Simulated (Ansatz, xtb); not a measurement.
# Relative energy of two isomers of C4H5BS2

Structure I: `Bc1cc(S)cs1`, a singlet. Structure II: `Bc1sccc1S`, a singlet. Both are isolated molecules in the gas phase, relaxed with B3LYP/def2-SVP; the shapes shown needn't be the lowest conformers.

I (Å):

```xyz
12

C    -0.8936    0.6153   -1.1576
C     0.1804    0.0197   -0.5015
C     1.4535    0.4571   -0.9528
C     1.3453    1.4081   -1.9568
B    -2.3845    0.3948   -0.9430
S     3.0269   -0.0429   -0.2777
S    -0.2862    1.7628   -2.3366
H    -2.7450   -0.4109   -0.1199
H    -3.2030    1.0094   -1.5813
H     0.0427   -0.7151    0.2938
H     2.8408   -1.3774   -0.4139
H     2.1683    1.8945   -2.4801
```

II (Å):

```xyz
12

C    -0.5302    0.4072   -1.3001
C     1.6119    0.9642   -2.4915
C     1.8267    0.6342   -1.1709
C     0.6176    0.3173   -0.4893
B    -1.9919    0.1656   -1.0030
S    -0.0416    0.8961   -2.9223
S     0.6800   -0.1320    1.2134
H    -2.3509   -0.1701    0.1021
H    -2.8259    0.3035   -1.8634
H     2.3700    1.2445   -3.2233
H     2.8125    0.6185   -0.7039
H    -0.6498   -0.3213    1.3677
```

Quicker runs give these differences E(II) − E(I): GFN2-xTB −2.25 kcal/mol; HF/STO-3G −1.80 kcal/mol (at GFN2-xTB geometries); r2SCAN-D4/def2-SVP −3.39 kcal/mol (at GFN2-xTB geometries).

Q: Estimate E(II) − E(I) at the level CCSD(T)/def2-SVP + ΔMP2/def2-TZVPP.

A: Too close to call at this level: CCSD(T)/def2-SVP + ΔMP2/def2-TZVPP gives E(II) − E(I) = −1.82 kcal/mol.

Level by level:

```csv
level,geometry,E(II) − E(I) (kcal/mol),departure from the last row (kcal/mol),"job, with rough time for the two"
GFN2-xTB,GFN2-xTB,−2.25,−0.43,"optimisation, 0.63 s"
HF/STO-3G,GFN2-xTB,−1.80,+0.02,"single point, 0.92 s"
r2SCAN-D4/def2-SVP,GFN2-xTB,−3.39,−1.57,"single point, 5.8 s"
B3LYP/def2-SVP,B3LYP/def2-SVP,−2.26,−0.44,"optimisation, 2.2 min"
HF/def2-SVP,B3LYP/def2-SVP,+0.15,+1.97,part of the CCSD(T) run
MP2/def2-SVP,B3LYP/def2-SVP,−1.66,+0.16,part of the CCSD(T) run
CCSD(T)/def2-SVP,B3LYP/def2-SVP,−1.58,+0.24,single point
CCSD(T)/def2-SVP + ΔMP2/def2-TZVPP,B3LYP/def2-SVP,−1.82,,"single point, 2.1 min"
```

As drawn, both hold the same kinds of bond in the same numbers.

HF/def2-SVP finds them nearly level. The largest departure from CCSD(T)/def2-SVP + ΔMP2/def2-TZVPP is that of HF/def2-SVP, 1.97 kcal/mol. The last row adds to CCSD(T) the change of the MP2 difference between the two basis sets, here −0.24 kcal/mol.

With thermal terms from frequencies at re-optimised GFN2-xTB minima (ideal gas, soft modes damped towards free rotors, one conformer each, 298.15 K, 1 atm): on the last row, ΔE + ΔZPE = −1.56, ΔH = −1.74, ΔG = −1.27 kcal/mol.

The correlated steps freeze 15 core orbitals. Run with Ansatz 0.2.0, xtb 6.7.1; the last row on 2 threads of Intel(R) Xeon(R) Platinum 8259CL CPU @ 2.50GHz (Skylake/Cascade Lake) on a shared host.
